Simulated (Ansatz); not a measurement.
Molecule: sum formula AlHBr₂ (charge 0, singlet). 
Structure (B3LYP-D3(BJ)/def2-TZVP (Ansatz, a quantum-chemistry and plane-wave program) minimum search):
```
Al
H 1 1.5591
Br 1 2.2509 2 120.73
Br 1 2.2509 2 120.73 3 180.00
```
Charge 0, spin multiplicity 1.

Basis-set convergence of Hartree-Fock and MP2 correlation energies (hartree) with Ansatz. Valence correlation only, unless marked. No spin-orbit coupling. Frozen are the shells of the preceding noble gas and the d and f shells that filled before the atom's block. No relativistic terms.

```csv
basis,functions,E(HF),"E(corr, MP2)"
def2-SVP,87,-5386.76833,-0.29473
def2-TZVPP,152,-5387.48485,-0.39076
def2-QZVPP,278,-5387.59041,-0.43301
```

Extrapolating the two largest sets (X = 3 and 4) as X^-3: E(corr) = (64·(-0.43301) - 27·(-0.39076))/37 = -0.4638 Eh, an estimate of the basis-set limit. The largest set recovers 93.4 % of it, the smallest 63.5 %.
